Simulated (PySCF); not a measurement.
BHI2, SMILES B(I)I.

Coordinates come from a B3LYP-D3(BJ)/def2-SVP optimisation. The def2 effective core potentials stand for the cores of I; spin–orbit coupling is left out.

Computed with TDDFT-CAM-B3LYP/def2-SVPD (PySCF 2.14.0).

Vertical excitations.  State labels are in the subgroup C2v.

```json
[
 {"state": "S1", "symmetry": "A2", "energy (eV)": "4.05", "λ (nm)": "306", "f": "0.000", "main pairs": "HOMO→LUMO 99 %"},
 {"state": "S2", "symmetry": "B1", "energy (eV)": "4.21", "λ (nm)": "295", "f": "0.000", "main pairs": "HOMO−2→LUMO 99 %"},
 {"state": "S3", "symmetry": "B2", "energy (eV)": "4.82", "λ (nm)": "257", "f": "0.159", "main pairs": "HOMO−1→LUMO 94 %"},
 {"state": "S4", "symmetry": "A1", "energy (eV)": "5.81", "λ (nm)": "213", "f": "0.022", "main pairs": "HOMO−3→LUMO 91 %"},
 {"state": "S5", "symmetry": "B2", "energy (eV)": "5.99", "λ (nm)": "207", "f": "0.067", "main pairs": "HOMO→LUMO+1 76 %"},
 {"state": "S6", "symmetry": "A2", "energy (eV)": "6.16", "λ (nm)": "201", "f": "0.000", "main pairs": "HOMO−1→LUMO+1 71 %, HOMO−4→LUMO 16 %"},
 {"state": "S7", "symmetry": "A1", "energy (eV)": "6.19", "λ (nm)": "200", "f": "0.014", "main pairs": "HOMO−2→LUMO+1 73 %"},
 {"state": "S8", "symmetry": "A2", "energy (eV)": "6.26", "λ (nm)": "198", "f": "0.000", "main pairs": "HOMO−4→LUMO 82 %, HOMO−1→LUMO+1 14 %"},
 {"state": "S9", "symmetry": "B1", "energy (eV)": "6.86", "λ (nm)": "181", "f": "0.000", "main pairs": "HOMO−5→LUMO 96 %"},
 {"state": "S10", "symmetry": "B1", "energy (eV)": "6.92", "λ (nm)": "179", "f": "0.011", "main pairs": "HOMO−3→LUMO+1 54 %, HOMO−1→LUMO+2 29 %"},
 {"state": "T1", "symmetry": "A2", "energy (eV)": "3.90", "λ (nm)": "318", "f": "0", "main pairs": "HOMO→LUMO 99 %"},
 {"state": "T2", "symmetry": "B1", "energy (eV)": "3.99", "λ (nm)": "311", "f": "0", "main pairs": "HOMO−2→LUMO 97 %"},
 {"state": "T3", "symmetry": "B2", "energy (eV)": "4.02", "λ (nm)": "309", "f": "0", "main pairs": "HOMO−1→LUMO 99 %"},
 {"state": "T4", "symmetry": "A1", "energy (eV)": "4.67", "λ (nm)": "266", "f": "0", "main pairs": "HOMO−3→LUMO 98 %"}
]
```
Triplets are in the Tamm–Dancoff approximation, which puts them higher than full response would, so one can lie above its singlet here.
